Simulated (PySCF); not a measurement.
## Radial density of In⁻ (indium, charge -1)

UHF, [Kr] 4d10 5s2 5p2, high-spin 3P determinant. All numbers are calculated (PySCF 2.14, a scalar-relativistic core potential, in aug-cc-pV5Z-PP with ECP28MDF (8s8p6d4f3g2h, 139 functions)). This is the valence pseudo-density: the core potential removes the inner electrons and smooths the orbitals near the nucleus.

| r (bohr) | 4πr²ρ (e/bohr) | 4πr²(ρα − ρβ) |
| --- | --- | --- |
| 0.00841 | 1.110e-05 | 0.0000 |
| 0.0141 | 2.524e-05 | 0.0000 |
| 0.0238 | 5.127e-05 | 0.0000 |
| 0.0400 | 9.992e-05 | 0.0000 |
| 0.0673 | 0.0002963 | 0.0000 |
| 0.113 | 0.002340 | 0.0000 |
| 0.190 | 0.03279 | -0.0001 |
| 0.320 | 0.6615 | -0.0003 |
| 0.539 | 9.751 | 0.0086 |
| 0.906 | 21.03 | -0.0100 |
| 1.52 | 6.503 | 0.0386 |
| 2.56 | 1.611 | 0.3796 |
| 4.31 | 0.5943 | 0.3927 |
| 7.25 | 0.1364 | 0.1295 |
| 12.2 | 0.01475 | 0.0147 |
| 20.5 | 0.0003860 | 0.0004 |

Energies and moments cover only the electrons outside the core potential.

Task: Where is the radial spin density 4πr²(ρα − ρβ) most negative, and why is it negative at all?

Result: Around r = 0.906 bohr, down to -0.0100 e/bohr: exchange with the open shell polarises the paired shells in an unrestricted calculation.
